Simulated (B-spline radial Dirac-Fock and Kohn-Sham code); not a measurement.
Level of theory: a relativistic central-field model (Hartree-Slater potential of the initial state, Latter tail, multipole expansion of the photon field, Dirac-Fock thresholds); a radial atomic solver. Kinetic energies are from the vacuum level. Open shells are spread statistically over j, without multiplet splitting. Without correlation, outer binding energies are uncertain by a few eV, most for open f shells.

Q: A free atom or ion in its tabulated ground configuration is ionised with 6000 eV photons and gives these photoelectron lines. Identify it and assign the lines.

```tsv
kinetic energy (eV)	relative cross section
3406.0	68.1
3635.7	55.5
3720.2	100.0
5510.9	12.2
5597.0	7.8
5610.9	14.0
5762.7	1.8
5765.1	2.5
5891.9	2.1
5918.9	1.1
5920.8	2.0
```

A: Zr⁴⁺, [Ar] 3d10 4s2 4p6. Binding energies are hν less the kinetic energy: 2s 2594.0 eV, 2p1/2 2364.3 eV, 2p3/2 2279.8 eV, 3s 489.1 eV, 3p1/2 403.0 eV, 3p3/2 389.1 eV, 3d3/2 237.3 eV, 3d5/2 234.9 eV, 4s 108.1 eV, 4p1/2 81.14 eV, 4p3/2 79.20 eV.

Q: A free atom or ion in its tabulated ground configuration is ionised with 2000 eV photons and gives these photoelectron lines. Identify it and assign the lines.

```tsv
kinetic energy (eV)	relative cross section
115.3	17.9
282.1	41.9
629.3	69.8
664.8	100.0
1539.7	4.1
1621.5	4.9
1658.7	10.3
1794.4	9.9
1801.1	14.1
1911.8	0.75
1937.2	0.75
1942.4	1.5
1958.8	1.5
1959.8	1.9
```

A: Dy³⁺, [Xe] 4f9. Binding energies are hν less the kinetic energy: 3p1/2 1884.7 eV, 3p3/2 1717.9 eV, 3d3/2 1370.7 eV, 3d5/2 1335.2 eV, 4s 460.3 eV, 4p1/2 378.5 eV, 4p3/2 341.3 eV, 4d3/2 205.6 eV, 4d5/2 198.9 eV, 5s 88.23 eV, 5p1/2 62.82 eV, 5p3/2 57.60 eV, 4f5/2 41.15 eV, 4f7/2 40.17 eV.

Q: A free atom or ion in its tabulated ground configuration is ionised with 4130 eV photons and gives these photoelectron lines. Identify it and assign the lines.

| kinetic energy (eV) | relative cross section |
| --- | --- |
| 3378.2 | 100.0 |
| 3492.7 | 37.1 |
| 3501.1 | 70.4 |
| 4000.7 | 14.4 |
| 4035.3 | 4.6 |
| 4036.4 | 8.7 |
| 4083.2 | 0.075 |
| 4083.3 | 0.11 |

A: Cr³⁺, [Ar] 3d3. Binding energies are hν less the kinetic energy: 2s 751.8 eV, 2p1/2 637.3 eV, 2p3/2 628.9 eV, 3s 129.3 eV, 3p1/2 94.67 eV, 3p3/2 93.61 eV, 3d3/2 46.83 eV, 3d5/2 46.73 eV.

Values without a named source are computed, but for edge energies of neutral atoms, which are taken from tables.
